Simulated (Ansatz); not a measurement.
Gas-phase electronic energies from Ansatz, PBE0-D4/def2-TZVP geometries. CBS: MP2 limit from def2 TZ/QZ plus the TZ coupled-cluster correction, frozen cores. This one scheme is used for every species. DFT in def2-TZVPP. B3LYP here is the variant with VWN-RPA as its local correlation; programs differ in this. HSE06 is defined as in plane-wave codes. Each species was taken in one conformer, which may not be the lowest.

Consider the adduct formation: `O[SiH3]` + `[Cl][Al]([Cl])[Cl]` → `[SiH3][OH+][Al-]([Cl])([Cl])[Cl]`.

`O[SiH3]`:

Cartesian coordinates in Å:
```
O 1.080 0.680 -0.115
Si -0.390 -0.046 0.045
H 1.849 0.118 -0.215
H -0.723 -0.881 -1.142
H -1.373 1.052 0.180
H -0.442 -0.922 1.248
```

`[Cl][Al]([Cl])[Cl]`:

Z-matrix (Å, degrees):
```
Al
Cl 1 2.069
Cl 1 2.069 2 120.0
Cl 1 2.069 2 120.0 3 180.0
```

`[SiH3][OH+][Al-]([Cl])([Cl])[Cl]`:

```xyz
10

Si    0.213   -1.491   -0.566
O     0.248   -0.209    0.574
Al   -0.398    1.575    0.332
Cl   -0.075    1.780   -1.745
Cl    0.946    2.543    1.642
Cl   -2.411    1.498    0.921
H     0.376   -2.716    0.249
H     1.334   -1.326   -1.510
H    -1.112   -1.395   -1.199
H     0.879   -0.258    1.302
```

```tsv
level	ΔE (kJ/mol)	difference from CCSD(T)/CBS
B97M-V	-116.5	7.7
r2SCAN0-D4	-128.2	-4.0
HSE06-D4	-122.1	2.1
ωB97X-V	-124.7	-0.5
PBE-QIDH	-121.9	2.3
BLYP	-83.7	40.5
r2SCAN	-119.0	5.2
PBE0	-109.9	14.3
B3LYP	-97.5	26.7
r2SCANh	-120.7	3.5
HSE06	-109.5	14.7
CAM-B3LYP	-111.8	12.4
HF/def2-TZVPP	-104.0	20.2
CCSD(T)/def2-TZVPP	-120.5	3.7
HF/def2-QZVPP	-104.5	19.7
MP2/def2-QZVPP	-125.0	-0.8
CCSD(T)/CBS	-124.2	0
```

Largest T1 diagnostic among the species: 0.011.

From r2SCAN to r2SCAN0 (25 % exact exchange), in def2-TZVPP and without D4, ΔE moves by −4.2 kJ/mol. The D4 term adds −23.4 kJ/mol with B3LYP and −13.1 kJ/mol with PBE0; it sums over pairs of atoms, weighted by their polarisabilities, and B3LYP, whose exchange is more repulsive, gets the larger term.
